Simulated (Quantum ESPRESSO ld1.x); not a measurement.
Results of a calculation; reference values are marked as such.
The nuclear charge of the germanium ion Ge2+ is varied continuously with 30 electrons held in [Ar] 3d10 4s2. Code: ld1.x of Quantum ESPRESSO 7.5. Model: scalar-relativistic Kohn-Sham, LDA (Slater exchange, VWN5 correlation), spin-polarised, spherical densities, point nucleus. By the Hellmann-Feynman theorem dE/dZ = E(electron-nucleus)/Z, the electronic potential at the nucleus. The scalar-relativistic energy here is not variational (the density holds large components alone), so the two differ by a part that grows with Z.

| Z | E (hartree) | E(electron-nucleus)/Z (hartree) | HOMO | e(HOMO) (eV) | <r> HOMO (bohr) |
|---|---|---|---|---|---|
| 31.5 | -2017.1692 | -153.947 | 4s | -22.850 | 2.055 |
| 31.6 | -2032.6156 | -154.599 | 4s | -24.161 | 2.029 |
| 31.7 | -2048.1273 | -155.250 | 4s | -25.495 | 2.004 |
| 31.8 | -2063.7044 | -155.902 | 4s | -26.852 | 1.979 |
| 31.9 | -2079.3469 | -156.553 | 4s | -28.232 | 1.955 |
| 32 | -2095.0547 | -157.205 | 4s | -29.634 | 1.932 |
| 32.1 | -2110.8279 | -157.856 | 4s | -31.059 | 1.910 |
| 32.2 | -2126.6664 | -158.507 | 4s | -32.506 | 1.889 |
| 32.3 | -2142.5703 | -159.158 | 4s | -33.976 | 1.868 |
| 32.4 | -2158.5395 | -159.809 | 4s | -35.467 | 1.847 |
| 32.5 | -2174.5740 | -160.460 | 4s | -36.979 | 1.828 |
| 32.6 | -2190.6739 | -161.111 | 4s | -38.514 | 1.808 |
| 32.7 | -2206.8391 | -161.762 | 4s | -40.070 | 1.790 |
| 32.8 | -2223.0696 | -162.413 | 4s | -41.647 | 1.772 |
| 32.9 | -2239.3654 | -163.064 | 4s | -43.245 | 1.754 |
| 33 | -2255.7267 | -163.715 | 4s | -44.864 | 1.737 |

The central difference of E at Z = 32 is -157.405 hartree, to compare with the third column; the second derivative is -6.53 hartree.
